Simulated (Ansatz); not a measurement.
`CC[O][Zn][Cl]` and `CCO` differ in one atom or group.

Ansatz, PBE0-D4/def2-TZVP geometries, multiplicity 1. Each molecule was computed in one conformer, which needn't be the lowest.

Scalar relativity is left out up to krypton.

```tsv
property	`CC[O][Zn][Cl]`
HOMO energy (ωB97M-V/def2-TZVPP) / eV	-10.06
size of the dipole moment (B3LYP/def2-TZVPP) / D	1.51
LUMO energy (B3LYP/def2-TZVPP) / eV	-1.58
HOMO energy (PBE/def2-TZVPP) / eV	-6.17
HOMO energy (PBE0/def2-TZVPP) / eV	-7.65
ideal-gas entropy at 298 K and 1 bar (rigid rotor, harmonic PBE0-D4/def2-TZVP) / J/(mol·K)	366
```

**Question.** What does the change do to each property? (An estimate is asked.)

**Answer.** The calculation gave: 
| property | `CCO` | shift |
| --- | --- | --- |
| HOMO energy (ωB97M-V/def2-TZVPP) / eV | -10.29 | -0.23 |
| size of the dipole moment (B3LYP/def2-TZVPP) / D | 1.65 | 0.14 |
| LUMO energy (B3LYP/def2-TZVPP) / eV | 0.68 | 2.26 |
| HOMO energy (PBE/def2-TZVPP) / eV | -6.15 | 0.02 |
| HOMO energy (PBE0/def2-TZVPP) / eV | -7.83 | -0.18 |
| ideal-gas entropy at 298 K and 1 bar (rigid rotor, harmonic PBE0-D4/def2-TZVP) / J/(mol·K) | 269 | -97 |

With PBE0 the HOMO falls by 0.18 eV and the LUMO rises by 2.31 eV, so the gap widens by about 2.49 eV. PBE moves the HOMO by 0.02 eV and ωB97M-V by -0.23 eV. The zero-point energy changes by 24.2 kJ/mol with -3 modes. Dipoles are sizes alone; their direction can turn. Modes under 60 cm⁻¹, often nearly free rotors, make the harmonic entropy too high.

B3LYP here is the variant with VWN-RPA as its local correlation; programs differ in this.
